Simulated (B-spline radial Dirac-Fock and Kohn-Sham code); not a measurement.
**Energy-loss ionisation edge M4 of Eu**

System: neutral europium, [Xe] 4f7 6s2. Method: the first Born approximation with generalised oscillator strengths from a Dirac-Hartree-Slater potential (longitudinal and transverse terms; continuum final states only, so no white lines or fine structure). Computed with a B-spline atomic structure program. The edge is taken at 1158.6 eV (tabulated value).

Partial cross sections σ(β, Δ) in barn, integrated over a window Δ above the edge and up to the collection semi-angle β, for parallel illumination:

```
E₀ (kV)  β (mrad)  Δ = 25 eV  Δ = 50 eV  Δ = 100 eV  Δ = 200 eV  Δ = 300 eV
     60         5       20.0       52.3         109         192         248
     60        10       63.0        165         347         618         807
     60       100        355        933        2000        3750        5130
    100         5       30.9       81.0         169         301         391
    100       100        273        716        1540        2890        3960
    120         5       35.5       93.1         195         347         453
    120        50        224        591        1270        2370        3210
    120       100        249        653        1400        2640        3620
    200         5          ?          ?           ?           ?           ?
    200        20        142        377         807        1490        2010
    300        10        101        267         570        1050        1400
    300        20        138        365         782        1450        1960
    300        50        166        437         941        1770        2420
    300       100        170        446         960        1810        2480
```

**Question.** Give the row for 200 kV and 5 mrad.

**Answer.** 49.5 b for 25 eV, 130 b for 50 eV, 275 b for 100 eV, 495 b for 200 eV, 651 b for 300 eV.
